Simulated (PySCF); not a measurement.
AlGeH₅O₂. Atoms are numbered in the order given.

```xyz
9

Al    -0.9747     0.1812     0.4122
Ge     1.2421    -0.2282    -0.5302
H      1.4701    -1.7279    -0.8110
H      1.4563     0.5264    -1.8565
H      2.3588     0.2158     0.4373
O     -1.3770    -0.6077     1.8647
H     -2.1857    -0.5699     2.3760
O     -2.0297     1.2329    -0.4094
H     -2.9205     1.4992    -0.1800
```

Geometry optimised at PBE0-D3(BJ)/def2-SVP. The structure was generated by enumeration; whether it is a known compound was not checked. One conformer was computed; it need not be the lowest.

These are TDDFT-B3LYP/def2-SVPD run with PySCF values and carry that method's errors.

Vertical excitations. 

| state | energy (eV) | λ (nm) | f | main pairs |
|---|---|---|---|---|
| S1 | 6.24 | 199 | 0.255 | HOMO→LUMO 98 % |
| S2 | 6.33 | 196 | 0.050 | HOMO→LUMO+1 94 % |
| S3 | 6.82 | 182 | 0.000 | HOMO−1→LUMO 98 % |
| S4 | 6.92 | 179 | 0.006 | HOMO−2→LUMO 73 %, HOMO−1→LUMO+1 20 % |
| S5 | 6.99 | 177 | 0.000 | HOMO−2→LUMO+1 94 % |
| S6 | 7.21 | 172 | 0.018 | HOMO→LUMO+2 66 %, HOMO−1→LUMO+1 19 % |
| S7 | 7.27 | 171 | 0.007 | HOMO−3→LUMO 77 %, HOMO−4→LUMO+1 13 % |
| S8 | 7.38 | 168 | 0.004 | HOMO−4→LUMO 44 %, HOMO→LUMO+2 14 %, HOMO−2→LUMO 13 %, HOMO−4→LUMO+1 10 % |
| S9 | 7.39 | 168 | 0.003 | HOMO−4→LUMO+1 62 %, HOMO−5→LUMO 12 % |
| S10 | 7.44 | 167 | 0.059 | HOMO−1→LUMO+1 29 %, HOMO−4→LUMO 25 %, HOMO→LUMO+3 25 %, HOMO−3→LUMO+1 14 % |
| T1 | 5.24 | 237 | 0 | HOMO→LUMO+1 98 % |
| T2 | 5.65 | 220 | 0 | HOMO→LUMO 93 % |
| T3 | 6.42 | 193 | 0 | HOMO→LUMO+2 82 % |
| T4 | 6.57 | 189 | 0 | HOMO−1→LUMO 92 % |
Triplets are in the Tamm–Dancoff approximation, which puts them higher than full response would, so one can lie above its singlet here.
